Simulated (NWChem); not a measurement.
System: C$_{3}$H$_{5}$NOSi; SMILES [SiH3]c1ncco1

All runs: NWChem. Pople sets run with spherical d functions. All runs use the structure optimised with B3LYP/6-31G* (spherical d). Level: B3LYP/6-31G* with SMD (1 M gas to 1 M solution), gas-phase geometry. Reactions with the solvent are ignored.

Problem. What does the run give for solvent toluene? Quantities: solvation free energy (kcal/mol); cavity-dispersion-structure term (kcal/mol); dipole in solution (D).

Solution. 
```yaml
solvation free energy (kcal/mol): -2.4
cavity-dispersion-structure term (kcal/mol): 0.0
dipole in solution (D): 1.82
```
